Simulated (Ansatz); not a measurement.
Reaction (redistribution): `N#[C][In]([F])[F]` + `[F][Ga]([F])[SH]` → `[F][In]([F])[SH]` + `N#[C][Ga]([F])[F]`

Computed with Ansatz on PBE0-D4/def2-TZVP structures; ΔE is electronic, products minus reactants. CCSD(T)/CBS is the MP2 limit (def2-TZVPP, def2-QZVPP) plus CCSD(T) − MP2 in def2-TZVPP, frozen cores. DFT in def2-TZVPP. Elements past krypton have def2 core potentials. For Ga, In outer-core shells are correlated without core-valence functions, which leaves a few kJ/mol of doubt a bond. Scalar relativity is left out up to krypton. Each species was taken in one conformer, which may not be the lowest.

| level | ΔE (kJ/mol) | difference from CCSD(T)/CBS |
| --- | --- | --- |
| PBE-D4 | -7.0 | -1.2 |
| BLYP-D4 | -8.7 | -2.9 |
| B97M-V | -6.6 | -0.8 |
| r2SCANh-D4 | -6.3 | -0.5 |
| ωB97X-V | -4.1 | 1.7 |
| revPBE | -7.0 | -1.2 |
| LC-ωPBE | -2.8 | 3.0 |
| RPA@PBE/def2-TZVPP | -5.2 | 0.6 |
| MP2/def2-SVP | -3.0 | 2.8 |
| CCSD(T)/def2-SVP | -2.9 | 2.9 |
| CCSD(T)/CBS | -5.8 | 0 |

Largest T1 diagnostic among the species: 0.017.

Leaving LDA and LC-ωPBE aside and taking each functional with its dispersion term where it has one, the values spread over 4.6 kJ/mol, from BLYP-D4 to ωB97X-V.
